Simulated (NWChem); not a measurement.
ZrSF$_{2}$; SMILES [F][Zr]([F])=[S]

```xyz
4

Zr    -0.1930     0.2699     0.0000
S      0.1351    -1.9126     0.0000
F      0.3087     1.1004     1.6478
F      0.3087     1.1004    -1.6478
```
Atoms are numbered in this order, from 1.

All runs: NWChem. Structure relaxed at the PBE0/def2-SVP level. def2 effective core potentials on Zr; no spin-orbit coupling. Ions are spin-unrestricted doublets at the neutral geometry; other ion states weren't tried. Functional: LC-ωPBE (HJS hole) with def2-SVP; the question gives the range parameter ω in 1/bohr.

Task: What does the run give for range parameter (1/bohr) 0.10? Quantities: vertical ionisation energy, ΔSCF (eV); −ε(HOMO) (eV).

Result: 
```yaml
vertical ionisation energy, ΔSCF (eV): 9.41
"−ε(HOMO) (eV)": 7.44
```
